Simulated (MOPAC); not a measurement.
MOPAC input (AM1):

```
AM1 1SCF CHARGE=1 GEO-OK AUX(PRECISION=9) THREADS=1
C3H11BN

C     1.86584800 1   -0.11624000 1    0.49619800 1
N     0.89359100 1    0.13212500 1   -0.63869800 1
B    -0.58433900 1    0.03451900 1   -0.11822000 1
C    -1.28066400 1   -1.31430000 1   -0.37179100 1
C    -1.14225900 1    1.28490900 1    0.58531600 1
H     1.67578200 1   -1.10571000 1    0.90360400 1
H     1.70674700 1    0.64112600 1    1.25852000 1
H     2.88085400 1   -0.05787900 1    0.11335200 1
H     1.07543500 1   -0.54766600 1   -1.37855000 1
H     1.08302900 1    1.05760300 1   -1.02704700 1
H    -0.62335000 1   -2.18645700 1   -0.31402200 1
H    -2.14795400 1   -1.47720100 1    0.26649000 1
H    -1.65890100 1   -1.29590700 1   -1.40652000 1
H    -0.54173800 1    2.19345500 1    0.52427900 1
H    -2.14917800 1    1.50437400 1    0.21574200 1
H    -1.29171600 1    1.05058000 1    1.64779500 1
```

Output:

```
 *******************************************************************************
 **                                                                           **
 **                              MOPAC v23.2.5                                **
 **                                                                           **
 *******************************************************************************
 ** MOPAC's Digital Object Identifier: https://doi.org/10.5281/zenodo.6511958 **
 **                                                                           **
 ** Please cite the open-source release paper for use of this MOPAC version:  **
 ** J. E. Moussa and J. J. P. Stewart (2026)                                  **
 ** MOPAC: An open-source semiempirical molecular orbital program             **
 ** J. Open Source Softw., 11(119), 8025, https://doi.org/10.21105/joss.08025 **
 *******************************************************************************

                              AM1 CALCULATION RESULTS

 *******************************************************************************
 *  AM1        - The AM1 Hamiltonian to be used
 *  GEO-OK     - OVERRIDE INTERATOMIC DISTANCE AND OTHER SAFETY CHECKS
 *
 *
 *
 *                 CHARGE ON SYSTEM = +1
 *
 *
 *
 *  1SCF       - DO 1 SCF AND THEN STOP
 *  AUX        - OUTPUT AUXILIARY INFORMATION
 *******************************************************************************
AM1 1SCF CHARGE=1 GEO-OK AUX(PRECISION=9) THREADS=1
 C3H11BN

   ATOM   CHEMICAL          X               Y               Z
  NUMBER   SYMBOL      (ANGSTROMS)     (ANGSTROMS)     (ANGSTROMS)

     1       C          1.86584800  *  -0.11624000  *   0.49619800  *
     2       N          0.89359100  *   0.13212500  *  -0.63869800  *
     3       B         -0.58433900  *   0.03451900  *  -0.11822000  *
     4       C         -1.28066400  *  -1.31430000  *  -0.37179100  *
     5       C         -1.14225900  *   1.28490900  *   0.58531600  *
     6       H          1.67578200  *  -1.10571000  *   0.90360400  *
     7       H          1.70674700  *   0.64112600  *   1.25852000  *
     8       H          2.88085400  *  -0.05787900  *   0.11335200  *
     9       H          1.07543500  *  -0.54766600  *  -1.37855000  *
    10       H          1.08302900  *   1.05760300  *  -1.02704700  *
    11       H         -0.62335000  *  -2.18645700  *  -0.31402200  *
    12       H         -2.14795400  *  -1.47720100  *   0.26649000  *
    13       H         -1.65890100  *  -1.29590700  *  -1.40652000  *
    14       H         -0.54173800  *   2.19345500  *   0.52427900  *
    15       H         -2.14917800  *   1.50437400  *   0.21574200  *
    16       H         -1.29171600  *   1.05058000  *   1.64779500  *

          CARTESIAN COORDINATES

    NO.       ATOM           X           Y           Z

     1         C          1.8658     -0.1162      0.4962
     2         N          0.8936      0.1321     -0.6387
     3         B         -0.5843      0.0345     -0.1182
     4         C         -1.2807     -1.3143     -0.3718
     5         C         -1.1423      1.2849      0.5853
     6         H          1.6758     -1.1057      0.9036
     7         H          1.7067      0.6411      1.2585
     8         H          2.8809     -0.0579      0.1134
     9         H          1.0754     -0.5477     -1.3786
    10         H          1.0830      1.0576     -1.0270
    11         H         -0.6234     -2.1865     -0.3140
    12         H         -2.1480     -1.4772      0.2665
    13         H         -1.6589     -1.2959     -1.4065
    14         H         -0.5417      2.1935      0.5243
    15         H         -2.1492      1.5044      0.2157
    16         H         -1.2917      1.0506      1.6478

  H: (AM1): M.J.S. DEWAR ET AL, J. AM. CHEM. SOC. 107 3902-3909 (1985)
  B: (AM1): M.J.S. DEWAR ET AL, ORGANOMETALLICS, 7, 513-521 (1988)
  C: (AM1): M.J.S. DEWAR ET AL, J. AM. CHEM. SOC. 107 3902-3909 (1985)
  N: (AM1): M.J.S. DEWAR ET AL, J. AM. CHEM. SOC. 107 3902-3909 (1985)

           Empirical Formula: C3 H11 N B  =    16 atoms

      MOLECULAR POINT GROUP   :   C1

      RHF CALCULATION, NO. OF DOUBLY OCCUPIED LEVELS = 15

 -------------------------------------------------------------------------------
 AM1 1SCF CHARGE=1 GEO-OK AUX(PRECISION=9) THREADS=1
 C3H11BN

     1SCF WAS SPECIFIED, SO BFGS WAS NOT USED
     SCF FIELD WAS ACHIEVED

                              AM1 CALCULATION
                                                       MOPAC v23.2.5 Linux

          FINAL HEAT OF FORMATION =        117.36545 KCAL/MOL =     491.05703 KJ/MOL

          COSMO AREA              =        132.01 SQUARE ANGSTROMS
          COSMO VOLUME            =        122.03 CUBIC ANGSTROMS

          IONIZATION POTENTIAL    =         16.683669 EV
          HOMO LUMO ENERGIES (EV) =        -16.684 -4.001
          NO. OF FILLED LEVELS    =         15
          MOLECULAR WEIGHT        =         71.9366         POINT GROUP:  C1

          MOLECULAR DIMENSIONS (Angstroms)

            Atom       Atom       Distance
            H    15    H     8     5.26805
            H    14    H    11     4.28512
            H    16    H     9     2.76180

          SCF CALCULATIONS        =          1

   ATOM   CHEMICAL          X               Y               Z
  NUMBER   SYMBOL      (ANGSTROMS)     (ANGSTROMS)     (ANGSTROMS)

     1       C          1.86584800  *  -0.11624000  *   0.49619800  *
     2       N          0.89359100  *   0.13212500  *  -0.63869800  *
     3       B         -0.58433900  *   0.03451900  *  -0.11822000  *
     4       C         -1.28066400  *  -1.31430000  *  -0.37179100  *
     5       C         -1.14225900  *   1.28490900  *   0.58531600  *
     6       H          1.67578200  *  -1.10571000  *   0.90360400  *
     7       H          1.70674700  *   0.64112600  *   1.25852000  *
     8       H          2.88085400  *  -0.05787900  *   0.11335200  *
     9       H          1.07543500  *  -0.54766600  *  -1.37855000  *
    10       H          1.08302900  *   1.05760300  *  -1.02704700  *
    11       H         -0.62335000  *  -2.18645700  *  -0.31402200  *
    12       H         -2.14795400  *  -1.47720100  *   0.26649000  *
    13       H         -1.65890100  *  -1.29590700  *  -1.40652000  *
    14       H         -0.54173800  *   2.19345500  *   0.52427900  *
    15       H         -2.14917800  *   1.50437400  *   0.21574200  *
    16       H         -1.29171600  *   1.05058000  *   1.64779500  *

                             CARTESIAN COORDINATES

   1    C        1.865848000    -0.116240000     0.496198000
   2    N        0.893591000     0.132125000    -0.638698000
   3    B       -0.584339000     0.034519000    -0.118220000
   4    C       -1.280664000    -1.314300000    -0.371791000
   5    C       -1.142259000     1.284909000     0.585316000
   6    H        1.675782000    -1.105710000     0.903604000
   7    H        1.706747000     0.641126000     1.258520000
   8    H        2.880854000    -0.057879000     0.113352000
   9    H        1.075435000    -0.547666000    -1.378550000
  10    H        1.083029000     1.057603000    -1.027047000
  11    H       -0.623350000    -2.186457000    -0.314022000
  12    H       -2.147954000    -1.477201000     0.266490000
  13    H       -1.658901000    -1.295907000    -1.406520000
  14    H       -0.541738000     2.193455000     0.524279000
  15    H       -2.149178000     1.504374000     0.215742000
  16    H       -1.291716000     1.050580000     1.647795000

           Empirical Formula: C3 H11 N B  =    16 atoms

      MOLECULAR POINT GROUP   :   C1

                  EIGENVALUES
 -43.14142 -35.85392 -33.21914 -32.28243 -24.68271 -23.87908 -21.85572 -20.25415
 -18.70196 -18.66591 -18.35196 -17.82534 -17.48791 -17.36681 -16.68367  -4.00142
  -3.70544  -2.41268  -1.53546  -1.40658  -0.91119  -0.70949  -0.54239  -0.35490
  -0.01075   0.12859   0.28272   0.72712   0.78122   1.04569   1.26519

              NET ATOMIC CHARGES AND DIPOLE CONTRIBUTIONS

  ATOM NO.   TYPE          CHARGE      No. of ELECS.   s-Pop       p-Pop
    1          C          -0.156368        4.1564     1.24224     2.91413
    2          N          -0.159727        5.1597     1.48891     3.67082
    3          B           0.346897        2.6531     1.22421     1.42889
    4          C          -0.350990        4.3510     1.23222     3.11877
    5          C          -0.352871        4.3529     1.23204     3.12083
    6          H           0.136256        0.8637     0.86374
    7          H           0.137467        0.8625     0.86253
    8          H           0.138306        0.8617     0.86169
    9          H           0.236532        0.7635     0.76347
   10          H           0.238636        0.7614     0.76136
   11          H           0.114926        0.8851     0.88507
   12          H           0.144066        0.8559     0.85593
   13          H           0.131446        0.8686     0.86855
   14          H           0.108811        0.8912     0.89119
   15          H           0.144452        0.8555     0.85555
   16          H           0.142160        0.8578     0.85784
 DIPOLE           X         Y         Z       TOTAL
 POINT-CHG.     2.133     0.176    -0.959     2.346
 HYBRID         0.382     0.101    -0.576     0.699
 SUM            2.515     0.277    -1.536     2.960

          ATOMIC ORBITAL ELECTRON POPULATIONS

     Atom    s        px        py        pz
    1  C   1.24224   0.93999   1.07763   0.89651
    2  N   1.48891   1.29421   1.18782   1.18878
    3  B   1.22421   0.47713   0.69443   0.25734
    4  C   1.23222   1.05560   0.99471   1.06846
    5  C   1.23204   1.06206   1.00366   1.05511
    6  H   0.86374
    7  H   0.86253
    8  H   0.86169
    9  H   0.76347
   10  H   0.76136
   11  H   0.88507
   12  H   0.85593
   13  H   0.86855
   14  H   0.89119
   15  H   0.85555
   16  H   0.85784

 **********************
 *                    *
 * JOB ENDED NORMALLY *
 *                    *
 **********************

 == MOPAC DONE ==
```

The dipole moment of an ion depends on the origin.

The geometry given is a B3LYP-D3(BJ)/def2-TZVP minimum.
